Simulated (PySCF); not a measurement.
# Radiative rates from a computed spectrum

Species: selenium dioxide, SeO2.
Cartesian coordinates in Å at the PBE0-D3(BJ)/def2-SVP level; atoms count from 1:
```
atom  x, y, z in Å
O1    -1.3351   -0.2646    0.1869
Se2   -0.0075    0.3920   -0.4258
O3     1.3656   -0.1325    0.2138
```

Method used: TDDFT PBE0/def2-SVPD, vertical, gas phase, core orbitals frozen in the response in PySCF. Relativistic effects, spin–orbit coupling among them, are left out although an element past zinc is present.

For one non-degenerate pair of states in vacuum, A = 0.6670 f ν̃² s⁻¹ with ν̃ in cm⁻¹, τ = 1/A, |μ|² = 3f / (2ΔE) in atomic units, and the integrated cross-section is ∫σ dE = 109.76 f Mb·eV.

The rates are for emission to S0 at the absorption energy, with no other channel.

Energies and rates of the computed singlets with f of 0.002 or more:

| state | λ (nm) | A (s⁻¹) |
| --- | --- | --- |
| S1 | 392.8 | 1.23×10⁶ |
| S3 | 244.5 | 5.42×10⁷ |
| S4 | 185.8 | 7.25×10⁶ |
| S6 | 167.6 | 5.57×10⁷ |
| S7 | 161.2 | 1.17×10⁸ |
| S10 | 147.1 | 7.64×10⁷ |

Task: Which f and |μ| stand behind these rates?

Result: f = A / (0.6670 ν̃²), and |μ| follows from f:

```
state       f  |μ| (D)       τ  main configurations (H = HOMO, L = LUMO)
   S1  0.0029     0.49  810 ns                                 H→L (99%)
   S3   0.049     1.59   18 ns                               H-2→L (87%)
   S4  0.0037     0.39  140 ns                               H-4→L (99%)
   S6   0.023     0.91   18 ns                  H→L+1 (79%), H-3→L (17%)
   S7   0.046     1.25  8.5 ns   H-3→L (60%), H→L+1 (18%), H-1→L+2 (18%)
  S10   0.025     0.88   13 ns                             H-2→L+2 (97%)
```

Task: By what factor does the largest A in the list exceed the smallest?

Result: S7 has 95 times the rate of S1.

Task: Which computed singlets stay under f = 0.002?

Result: S2 (3.33 eV, f 0.0000), S5 (6.92 eV, f 0.0000), S8 (7.73 eV, f 0.0000) and S9 (7.85 eV, f 0.0000).

Task: What is the integrated cross-section of all computed states together?

Result: Σf = 0.149 over S1 to S10, so 109.76 × Σf ≈ 16.4 Mb·eV.

The vertical ionisation energy (ΔSCF) is 11.95 eV, 3.52 eV above S10.
